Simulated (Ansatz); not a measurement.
Energy difference R1 + R2 → 2 P1, each structure at its B3LYP-D3(BJ)/def2-TZVP stationary point, reached from a drawn start (curvature not checked).
R1: C2F6 (SMILES FC(F)(F)C(F)(F)F), charge 0, multiplicity 1.
R2: C2H6 (SMILES CC), charge 0, multiplicity 1.
P1: C2H3F3 (SMILES CC(F)(F)F), charge 0, multiplicity 1.

P less R. No zero-point or thermal terms.

Frozen-core correlation throughout.

Programs: Ansatz (Gaussian basis) for Hartree–Fock, density functionals and correlated methods. All values are computed, each at the level named.

Total energies in hartree:

```csv
structure,PBE/def2-TZVPP,r2SCAN/def2-TZVPP,CCSD(T)/cc-pVTZ
R1,-674.938093,-675.306173,-674.504675
R2,-79.732723,-79.800205,-79.674440
P1,-377.349497,-377.567684,-377.103379
```

Problem. Work out the reaction energy at each level in kcal/mol (1 hartree = 627.50947 kcal/mol), and say how far PBE/def2-TZVPP lies from CCSD(T)/cc-pVTZ.

Solution. 
- PBE/def2-TZVPP: 2 × (-377.349497) − (-674.938093) − (-79.732723) = -0.028178 hartree = -17.68 kcal/mol
- r2SCAN/def2-TZVPP: 2 × (-377.567684) − (-675.306173) − (-79.800205) = -0.028990 hartree = -18.19 kcal/mol
- CCSD(T)/cc-pVTZ: 2 × (-377.103379) − (-674.504675) − (-79.674440) = -0.027643 hartree = -17.35 kcal/mol
PBE/def2-TZVPP less CCSD(T)/cc-pVTZ: -0.33 kcal/mol. CCSD(T)/cc-pVTZ is the level counted from, the highest shown, and no exact or measured value.

Ansatz is a program for electronic structure.
